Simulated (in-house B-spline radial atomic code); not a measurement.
A fraction x of an electron is moved 5s → 5p in neutral tellurium, starting from [Kr] 4d10 5s2 5p4 and keeping the highest spin. Computed with a B-spline radial code for spherical atoms: non-relativistic SCAN, spin-polarised, spherical fractional occupations, point nucleus.

| x | E(x) - E(0) (eV) | 5s down level (eV) | 5p down level (eV) |
| --- | --- | --- | --- |
| 0 | 0.0000 | -13.484 | -5.251 |
| 0.125 | 1.0259 | -13.490 | -5.308 |
| 0.25 | 2.0453 | -13.480 | -5.352 |
| 0.375 | 3.0582 | -13.467 | -5.386 |
| 0.5 | 4.0665 | -13.481 | -5.428 |
| 0.625 | ? | ? | ? |
| 0.75 | ? | ? | ? |
| 0.875 | 7.0763 | -13.592 | -5.592 |
| 1 | 8.0752 | - | -5.647 |

(1) What belongs in the row x = 0.625?

(2) What belongs in the row x = 0.75?

(3) Check Janak's theorem between x = 0.125 and 0.25.

## Answers

(1) An energy change of 5.0719 eV; 5s down at -13.514 eV, 5p down at -5.480 eV.

(2) An energy change of 6.0752 eV; 5s down at -13.553 eV, 5p down at -5.536 eV.

(3) The slope of the energy is 8.16 eV; the orbital levels give 8.15 eV (ε of the receiving orbital less ε of the emptying one, averaged over the two points).
